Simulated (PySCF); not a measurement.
TPSS on Br²⁺ (bromine, charge +2), [Ar] 3d10 4s2 4p2 5s1, 5s spin antiparallel (an excited configuration). Computed with PySCF 2.14 in aug-cc-pVDZ-DK, with scalar relativity by spin-free X2C-1e.

```
cycle= 11 E= -2604.10268426403  delta_E= -0.00275  |g|= 0.0308  |ddm|= 0.897
cycle= 12 E= -2604.11801503335  delta_E= -0.0153  |g|= 0.0352  |ddm|=  1.7
cycle= 13 E= -2604.12312838129  delta_E= -0.00511  |g|= 0.0252  |ddm|= 0.621
cycle= 14 E= -2604.0975079825  delta_E= 0.0256  |g|= 0.0626  |ddm|= 2.34
cycle= 15 E= -2604.12498774458  delta_E= -0.0275  |g|= 0.00227  |ddm|= 2.41
cycle= 16 E= -2604.09872384427  delta_E= 0.0263  |g|= 0.0463  |ddm|= 2.37
cycle= 17 E= -2604.12497555345  delta_E= -0.0263  |g|= 0.0044  |ddm|= 2.38
cycle= 18 E= -2604.12495774306  delta_E= 1.78e-05  |g|= 0.0065  |ddm|= 0.0219
cycle= 19 E= -2604.12494769496  delta_E= 1e-05  |g|= 0.00715  |ddm|= 0.0226
cycle= 20 E= -2604.12498656684  delta_E= -3.89e-05  |g|= 0.00215  |ddm|= 0.0978
cycle= 21 E= -2604.12499503339  delta_E= -8.47e-06  |g|= 0.000267  |ddm|= 0.0279
cycle= 22 E= -2604.12499512629  delta_E= -9.29e-08  |g|= 2.91e-06  |ddm|= 0.0034
cycle= 23 E= -2604.1249951263  delta_E= -1e-11  |g|= 1.93e-07  |ddm|= 2.22e-05
converged SCF energy = -2604.1249951263  <S^2> = 1.7508384  2S+1 = 2.8290199
```

Highest occupied orbital energy: -14.090 eV; ⟨L²⟩ = 4.98; populations by l: s 8.50, p 14.00, d 10.50.

Can this result be used?

Not for this state. Self-consistency was reached. ⟨L²⟩ = 4.98 against 2 for a pure P term, so this real determinant mixes terms. The outer electron is Rydberg-like, and this basis confines it to a smaller radius and binds it less than a complete one would. With the s spin flipped the determinant is a mixture of two multiplicities, not a spectroscopic state. The s, p, d and f populations moved away from the nominal configuration during the SCF.
